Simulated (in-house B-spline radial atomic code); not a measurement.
Atomic self-consistent-field run: Ni⁷⁺. Method: non-relativistic RPBE, spin-polarised, spherical fractional occupations, point nucleus. Calculated with a radial B-spline atomic code at the basis-set limit.

Command:
```bash
python run_scf.py task.json out
```
Settings:
```
Z                28
configuration    [Ar] 3d3
hamiltonian      nr
method           rpbe,pbe
spin_polarised   True
```

Output (hartree, bohr):
```
 radial grid: 44 intervals, B-splines of order 8, outer radius 8.961 bohr

 iter        energy (Eh)    residual
    1       -1477.753261    8.85e-01
    2       -1489.337383    4.62e-01
    3       -1491.887173    1.44e-01
    4       -1492.143379    4.06e-02
    5       -1492.159964    1.81e-02
    6       -1492.165096    6.16e-04
    7       -1492.165100    4.34e-05
    8       -1492.165100    7.29e-07
    9       -1492.165100    2.99e-08

 total energy                     -1492.16510
 kinetic                            1491.2919
 electron-nucleus                  -3442.8076
 Hartree                             517.6340
 exchange-correlation                -58.2835

 orbital      occ     eigenvalue          <r>       <r^2>       <1/r>       <r^4>       r_max
 1s up      1.000      -304.1571     0.054833  0.00403027     27.5139 4.14093e-05     0.03614
 1s down    1.000      -304.1574    0.0548326  0.00403019      27.514 4.14061e-05     0.03614
 2s up      1.000       -41.2093     0.248197   0.0725965     5.94989   0.0091266      0.2077
 2s down    1.000       -41.1075     0.247732   0.0723137     5.96194  0.00905155      0.2074
 2p up      3.000       -36.6860     0.216696   0.0575395     5.90473  0.00666611      0.1663
 2p down    3.000       -36.6115     0.216206   0.0572572     5.91517  0.00659521      0.1661
 3s up      1.000        -9.2457     0.706791    0.571221     2.00557    0.503208       0.631
 3s down    1.000        -9.0643     0.710069    0.576688     1.99242    0.514381      0.6324
 3p up      3.000        -7.8280     0.716457    0.595793     1.91073    0.574846      0.6267
 3p down    3.000        -7.6466     0.721132    0.603897     1.89554    0.592955      0.6288
 3d up      3.000        -5.4660     0.718884    0.619305     1.71375    0.726586      0.5637
```

Time taken, with all properties: 0.11 s on 1 thread of Arm Neoverse V1, on a shared host.
